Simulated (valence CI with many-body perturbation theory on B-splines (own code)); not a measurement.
# E1 line list for Pr⁵³⁺

Computed by valence CI with perturbative core correlation (CI+MBPT): four valence electrons over a frozen Dirac-Fock core [He], radial functions for each j: 11 s, 11 p, 10 d, 8 f, 5 g, 2 h, with the one-electron correlation potential Σ1 (screened to all orders), the two-electron term Σ2, the three-electron term Σ3, Breit, model QED; selected single and double excitations, second order for the rest, scaled by the run's own slope (own B-spline code, finite nucleus).

No measured spectrum was set against this ion. As an estimate, large intervals hold to a few tenths of a per cent, small ones and those within an open d or f shell to about a per cent. Among the levels kept, up to 850 cm⁻¹ of a level comes from second order outside the variational space, and about a tenth of that is noise between levels of different J, which matters for small intervals.

Lines 51 to 100 of 549 in falling wavelength, among levels below 7941.6 eV, chosen from the strongest by gf and those to the six lowest levels. Wavelengths and rates use the calculated energies. Electric multipoles are in the length gauge, E1 and E2 with the static RPA response of the core. Weak lines are less certain than strong ones. Lines between different terms over intervals too small for the method are left out, as are lines whose strength nearly cancels. The highest levels of a list are the least certain.

Levels are named by their leading jj configuration (3d3/2^4 stands for four electrons in 3d with j = 3/2), which in mixed levels can hold well under half, so a name can repeat and another be missing. Letters in brackets count levels of one name in rising energy.

```tsv
λ vac (Å)	Upper	Lower	A (s⁻¹)	S (a.u.) with core polarisation	S without
61.37	(2s 2p1/2 2p3/2 3p3/2) J=3 [c]	(2s^2 2p3/2 3p3/2) J=2	7.26e+10	5.80e-02	5.80e-02
61.33	(2p1/2^2 2p3/2 3p3/2) J=2	(2s 2p1/2 2p3/2 3p3/2) J=1 [d]	6.09e+10	3.47e-02	3.47e-02
61.18	(2p1/2 2p3/2^2 3p3/2) J=3 [a]	(2p1/2 2p3/2^2 3s) J=2 [a]	8.50e+10	6.72e-02	6.72e-02
61.13	(2p1/2 2p3/2^2 3d3/2) J=1 [b]	(2p1/2 2p3/2^2 3p1/2) J=2 [b]	6.75e+10	2.28e-02	2.28e-02
60.68	(2s^2 2p3/2 3p3/2) J=1	(2s^2 2p3/2 3s) J=1	6.93e+10	2.29e-02	2.29e-02
60.67	(2s 2p1/2 2p3/2 3p3/2) J=1 [a]	(2s 2p1/2 2p3/2 3s) J=1 [a]	9.30e+10	3.07e-02	3.08e-02
60.59	(2p1/2^2 2p3/2 3d3/2) J=2	(2p1/2^2 2p3/2 3p1/2) J=1	3.97e+10	2.18e-02	2.18e-02
60.52	(2p1/2 2p3/2^2 3p3/2) J=2 [a]	(2p1/2 2p3/2^2 3s) J=2 [a]	6.65e+10	3.64e-02	3.64e-02
60.47	(2s 2p1/2 2p3/2 3d3/2) J=2 [d]	(2s 2p1/2 2p3/2 3p1/2) J=1 [c]	6.98e+10	3.81e-02	3.81e-02
60.29	(2s^2 2p1/2 3d3/2) J=1	(2s^2 2p1/2 3p1/2) J=0	6.88e+10	2.23e-02	2.23e-02
60.24	(2s 2p1/2 2p3/2 3p3/2) J=2 [b]	(2s 2p1/2 2p3/2 3s) J=2 [b]	9.49e+10	5.12e-02	5.12e-02
60.17	(2p1/2 2p3/2^2 3p3/2) J=2 [c]	(2p1/2 2p3/2^2 3s) J=1 [b]	9.26e+10	4.98e-02	4.98e-02
60.11	(2p1/2^2 2p3/2 3p3/2) J=1	(2p1/2^2 2p3/2 3s) J=1	1.09e+11	3.52e-02	3.52e-02
60.06	(2s 2p1/2 2p3/2 3d3/2) J=2 [a]	(2s 2p1/2 2p3/2 3p1/2) J=2 [a]	4.73e+10	2.53e-02	2.53e-02
60.03	(2p1/2 2p3/2^2 3d3/2) J=2 [a]	(2p1/2 2p3/2^2 3p1/2) J=2 [a]	5.98e+10	3.19e-02	3.19e-02
60.01	(2s 2p3/2^2 3d3/2) J=3 [a]	(2s 2p3/2^2 3p1/2) J=3	4.19e+10	3.13e-02	3.13e-02
59.98	(2s 2p1/2^2 3p3/2) J=1	(2s 2p1/2^2 3s) J=0	1.02e+11	3.27e-02	3.27e-02
59.90	(2s 2p3/2^2 3d3/2) J=2 [a]	(2s 2p3/2^2 3p1/2) J=2 [a]	5.32e+10	2.82e-02	2.82e-02
59.71	(2p1/2^2 2p3/2 3p3/2) J=2	(2s 2p1/2 2p3/2 3p3/2) J=2 [d]	4.60e+10	2.42e-02	2.42e-02
59.71	(2s^2 2p3/2 3d3/2) J=2	(2s^2 2p3/2 3p1/2) J=1	3.67e+10	1.93e-02	1.93e-02
59.54	(2p1/2^2 2p3/2 3d3/2) J=2	(2p1/2^2 2p3/2 3p1/2) J=2	4.99e+10	2.60e-02	2.60e-02
59.40	(2s 2p1/2 2p3/2 3d3/2) J=3 [c]	(2s 2p1/2 2p3/2 3p1/2) J=2 [c]	4.71e+10	3.41e-02	3.41e-02
59.17	(2p1/2 2p3/2^2 3d3/2) J=1 [a]	(2p1/2 2p3/2^2 3p1/2) J=1 [a]	9.16e+10	2.81e-02	2.81e-02
59.10	(2s 2p3/2^2 3d3/2) J=3 [a]	(2s 2p3/2^2 3p1/2) J=2 [a]	3.90e+10	2.78e-02	2.78e-02
58.78	(2s 2p1/2^2 3d3/2) J=1	(2s 2p1/2^2 3p1/2) J=0	7.30e+10	2.19e-02	2.19e-02
58.76	(2p1/2 2p3/2^2 3d3/2) J=2 [a]	(2p1/2 2p3/2^2 3p1/2) J=1 [a]	4.49e+10	2.25e-02	2.25e-02
58.48	(2s 2p3/2^2 3d3/2) J=2 [b]	(2s 2p3/2^2 3p1/2) J=2 [b]	3.90e+10	1.92e-02	1.92e-02
58.47	(2s 2p1/2^2 2p3/2) J=2	(2s^2 2p1/2 2p3/2) J=1	1.11e+10	5.46e-03	5.47e-03
58.44	(2s 2p1/2 2p3/2 3d3/2) J=4	(2s 2p1/2 2p3/2 3p1/2) J=3	5.15e+10	4.57e-02	4.57e-02
58.41	(2p1/2 2p3/2^2 3d3/2) J=3 [a]	(2p1/2 2p3/2^2 3p1/2) J=2 [a]	9.10e+10	6.26e-02	6.26e-02
58.31	(2p1/2 2p3/2^2 3p3/2) J=1 [a]	(2p1/2 2p3/2^2 3s) J=1 [a]	8.04e+10	2.36e-02	2.36e-02
58.29	(2s 2p3/2^2 3d3/2) J=4	(2s 2p3/2^2 3p1/2) J=3	1.02e+11	9.01e-02	9.01e-02
58.17	(2s 2p1/2 2p3/2 3d5/2) J=3 [b]	(2s 2p1/2 2p3/2 3p1/2) J=2 [c]	3.99e+10	2.72e-02	2.72e-02
58.01	(2p1/2 2p3/2^2 3d3/2) J=4	(2p1/2 2p3/2^2 3p1/2) J=3	9.30e+10	8.06e-02	8.06e-02
57.95	(2s 2p1/2 2p3/2 3p3/2) J=1 [b]	(2s 2p1/2 2p3/2 3s) J=2 [b]	7.17e+10	2.07e-02	2.07e-02
57.91	(2p1/2^2 2p3/2 3d3/2) J=1	(2p1/2^2 2p3/2 3p1/2) J=1	9.19e+10	2.64e-02	2.64e-02
57.84	(2p1/2^2 2p3/2 3d3/2) J=3	(2p1/2^2 2p3/2 3p1/2) J=2	7.44e+10	4.98e-02	4.98e-02
57.84	(2s 2p3/2^2 3d3/2) J=2 [b]	(2s 2p3/2^2 3p1/2) J=1 [a]	6.85e+10	3.27e-02	3.27e-02
57.81	(2s 2p3/2^2 3d3/2) J=3 [b]	(2s 2p3/2^2 3p1/2) J=2 [b]	1.19e+11	7.97e-02	7.98e-02
57.81	(2s 2p1/2 2p3/2 3d3/2) J=3 [a]	(2s 2p1/2 2p3/2 3p1/2) J=2 [a]	9.71e+10	6.48e-02	6.48e-02
57.79	(2p1/2 2p3/2^2 3p3/2) J=3 [b]	(2p1/2 2p3/2^2 3s) J=3	9.72e+10	6.48e-02	6.49e-02
57.66	(2s 2p3/2^2 3p3/2) J=3 [b]	(2s 2p3/2^2 3s) J=2 [b]	1.80e+11	1.19e-01	1.20e-01
57.56	(2p1/2 2p3/2^2 3p3/2) J=4	(2p1/2 2p3/2^2 3s) J=3	1.07e+11	9.06e-02	9.06e-02
57.47	(2s 2p1/2 2p3/2 3d3/2) J=2 [a]	(2s 2p1/2 2p3/2 3p1/2) J=1 [a]	5.67e+10	2.66e-02	2.66e-02
57.47	(2s 2p1/2 2p3/2 3p3/2) J=2 [a]	(2s 2p1/2 2p3/2 3s) J=1 [a]	8.00e+10	3.75e-02	3.75e-02
57.46	(2s^2 2p3/2 3d3/2) J=3	(2s^2 2p3/2 3p1/2) J=2	1.14e+11	7.49e-02	7.49e-02
57.42	(2s 2p3/2^2 3p3/2) J=3 [a]	(2s 2p3/2^2 3s) J=3	7.74e+10	5.06e-02	5.06e-02
57.41	(2s^2 2p1/2 3d3/2) J=2	(2s^2 2p1/2 3p1/2) J=1	1.10e+11	5.16e-02	5.16e-02
57.30	(2s 2p3/2^2 3p3/2) J=2 [a]	(2s 2p3/2^2 3s) J=2 [a]	4.95e+10	2.30e-02	2.30e-02
57.23	(2s 2p3/2^2 3p3/2) J=4	(2s 2p3/2^2 3s) J=3	1.77e+11	1.48e-01	1.48e-01
```
